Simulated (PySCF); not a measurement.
Unrelated species, one level of theory. Method: TDDFT CAM-B3LYP/def2-SVPD, vertical, gas phase, core orbitals frozen in the response (PySCF). Geometries: PBE0-D3(BJ)/def2-SVP; one conformer of each isolated species. Triplets are in the Tamm–Dancoff approximation. Relativistic effects are left out although some hold elements past zinc.

Question: Rank by computed lowest singlet excitation energy, lowest first.
A. `CC1=CC[C@H](C#N)C1`
B. `CC[As]([SiH3])[SiH3]`
C. `c1([SiH3])ccc(cc1)[SiH3]`
D. `CO[C@](C)(F)CF`
E. `CC(C)=C1C[C@@H]1C#N`

Answer: C (5.22 eV), B (5.74 eV), A (6.54 eV), E (6.71 eV), D (7.98 eV).

```json
{"SMILES": "[SiH3]c1ccc([SiH3])cc1", "S1 (eV)": "5.22", "f (S1)": "0.005", "α (au)": "126.9", "first f ≥ 0.01 (nm)": "215", "LUMO (eV)": "-0.05", "S1 mainly": "H-1→L (58%)"}
{"SMILES": "CC[As]([SiH3])[SiH3]", "S1 (eV)": "5.74", "f (S1)": "0.060", "α (au)": "118.4", "first f ≥ 0.01 (nm)": "216", "LUMO (eV)": "0.74", "S1 mainly": "H→L (83%)"}
{"SMILES": "CC1=CC[C@H](C#N)C1", "S1 (eV)": "6.54", "f (S1)": "0.004", "α (au)": "83.4", "first f ≥ 0.01 (nm)": "182", "LUMO (eV)": "0.98", "S1 mainly": "H→L (95%)"}
{"SMILES": "CC(C)=C1C[C@@H]1C#N", "S1 (eV)": "6.71", "f (S1)": "0.226", "α (au)": "88.4", "first f ≥ 0.01 (nm)": "185", "LUMO (eV)": "0.77", "S1 mainly": "H→L (69%)"}
{"SMILES": "CO[C@](C)(F)CF", "S1 (eV)": "7.98", "f (S1)": "0.004", "α (au)": "56.1", "first f ≥ 0.01 (nm)": "142", "LUMO (eV)": "1.19", "S1 mainly": "H→L (89%)"}
```

H and L stand for HOMO and LUMO.

Mean S1 by what the SMILES shows (count): single bonds only 6.86 eV (2); a double or triple bond but no aromatic ring 6.62 eV (2).

- `[SiH3]c1ccc([SiH3])cc1`: Löwdin shares by element: HOMO carbon 63% or more (atoms not listed hold the other 37%); LUMO carbon 59% or more (atoms not listed hold the other 41%).
- `CC[As]([SiH3])[SiH3]`: Löwdin shares by element: HOMO arsenic 60%, silicon 20%, carbon 10% or more; LUMO arsenic 27%, silicon 27%, carbon 8% or more (atoms not listed hold the other 38%).
- `CC1=CC[C@H](C#N)C1`: Löwdin shares by element: HOMO carbon 76% or more (atoms not listed hold the other 24%); LUMO carbon 32% or more, hydrogen 8% or more (atoms not listed hold the other 60%).
- `CC(C)=C1C[C@@H]1C#N`: Löwdin shares by element: HOMO carbon 76% or more (atoms not listed hold the other 24%); LUMO carbon 47% or more, hydrogen 10% or more (atoms not listed hold the other 43%).
- `CO[C@](C)(F)CF`: Löwdin shares by element: HOMO oxygen 49%, carbon 27% or more (atoms not listed hold the other 24%); LUMO carbon 34% or more, hydrogen 18% or more (atoms not listed hold the other 48%).
